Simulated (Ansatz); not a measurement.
One change: `C[O][Y]([CH3])[O]C` becomes `C[O][Y]([O]C)[O]C`.

Ansatz, PBE0-D4/def2-TZVP geometries, multiplicity 1. Each molecule was computed in one conformer, which needn't be the lowest.

Elements past krypton have def2 core potentials.

```tsv
property	`C[O][Y]([CH3])[O]C`
HOMO energy (B3LYP/def2-TZVPP) / eV	-5.96
LUMO energy (B3LYP/def2-TZVPP) / eV	-1.87
HOMO–LUMO gap (ωB97M-V/def2-TZVPP) / eV	8.05
LUMO energy (ωB97M-V/def2-TZVPP) / eV	-0.42
LUMO energy (PBE0/def2-TZVPP) / eV	-1.53
HOMO energy (ωB97M-V/def2-TZVPP) / eV	-8.47
```

(1) Give the same properties after the change, and the shifts. (Estimate.)

Answers

(1) The calculation gave: 
```json
{"property": "HOMO energy (B3LYP/def2-TZVPP) / eV", "`C[O][Y]([O]C)[O]C`": "-6.87", "shift": "-0.91"}
{"property": "LUMO energy (B3LYP/def2-TZVPP) / eV", "`C[O][Y]([O]C)[O]C`": "-1.75", "shift": "0.12"}
{"property": "HOMO–LUMO gap (ωB97M-V/def2-TZVPP) / eV", "`C[O][Y]([O]C)[O]C`": "9.27", "shift": "1.22"}
{"property": "LUMO energy (ωB97M-V/def2-TZVPP) / eV", "`C[O][Y]([O]C)[O]C`": "-0.22", "shift": "0.20"}
{"property": "LUMO energy (PBE0/def2-TZVPP) / eV", "`C[O][Y]([O]C)[O]C`": "-1.42", "shift": "0.11"}
{"property": "HOMO energy (ωB97M-V/def2-TZVPP) / eV", "`C[O][Y]([O]C)[O]C`": "-9.49", "shift": "-1.02"}
```

With PBE0 the HOMO falls by 0.91 eV and the LUMO rises by 0.11 eV, so the gap widens by about 1.02 eV. PBE moves the HOMO by -0.65 eV and ωB97M-V by -1.02 eV.

B3LYP here is the variant with VWN-RPA as its local correlation; programs differ in this.
